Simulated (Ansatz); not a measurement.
An input meant for AlCl2(OH) (AlCl₂OH) (charge 0, singlet).

```yaml
crystal:
  periodic: [false, false, false]
  atoms:
    - {symbol: Al, position_ang: [0.530275, 0.500067, -0.113254]}
    - {symbol: Cl, position_ang: [4.420148, 0.802331, -0.400183]}
    - {symbol: Cl, position_ang: [-1.720900, 3.699448, -0.492161]}
    - {symbol: O, position_ang: [-0.725867, -2.358942, 0.425415]}
    - {symbol: H, position_ang: [-2.503656, -2.642923, 0.580164]}
basis:
  gaussian: {orbitals: cc-pVTZ}
hamiltonian: {xc: {name: r2SCANh}, dispersion: d4}
scf: {lower_state_search: full}
output: {forces: true}
```

```sh
$ ansatz run in.yaml --threads 4 --pin off --events-out ev --progress --plain --max-ram 3916MiB
```

Shortened log:

```
Functional definition: r2SCANh
1046 factors; their error is unknown
mean field evaluation 1: about -33665.7824 eV, gradient 8.4e1 eV
mean field evaluation 2: about -33360.7461 eV, gradient 2.3e2 eV
mean field evaluation 4: about -33607.1628 eV, gradient 1.5e2 eV
mean field evaluation 8: about -33690.2406 eV, gradient 1.4e1 eV
mean field evaluation 16: about -33693.0555 eV, gradient 1.1e-1 eV
mean field evaluation 32: about -33678.1999 eV, gradient 4.5e1 eV
mean field evaluation 64: about -33693.0499 eV, gradient 9.2e-1 eV
mean field evaluation 96: about -33688.2883 eV, gradient 2.1e1 eV
mean field evaluation 128: about -33692.9705 eV, gradient 3.0e0 eV
mean field evaluation 160: about -33693.0496 eV, gradient 1.1e-1 eV
mean field -33693.05556590 eV, -1238.1969540734 hartree, gradient 2.6e-6 eV, S^2 0.000000; 10 other end points of the search recorded, 0 dependent functions left out
reference -33693.05557923 eV, -1238.1969545634 hartree; 28, 28 occupied and 118, 118 virtual orbitals, 1046 factors
Total energy: -33693.08078494 eV, -1238.1978808561 hartree
Atom 0 at     0.530275     0.500067    -0.113254 Å, force    -0.194968    -0.392689     0.075371 eV/Å
Atom 1 at     4.420148     0.802331    -0.400183 Å, force    -0.663838    -0.054813     0.049488 eV/Å
Atom 2 at    -1.720900     3.699448    -0.492161 Å, force     0.363794    -0.531676     0.063598 eV/Å
Atom 3 at    -0.725867    -2.358942     0.425415 Å, force    -3.907190     0.160285     0.213421 eV/Å
Atom 4 at    -2.503656    -2.642923     0.580164 Å, force     4.402202     0.818893    -0.401878 eV/Å
Dipole moment:    -0.637894    -0.690142     0.150514 e Å
```

**Question.** What is wrong with this run?

**Answer.** The coordinates are in bohr but typed as ångström. The run converged. The result belongs to that input, not to the species as meant.
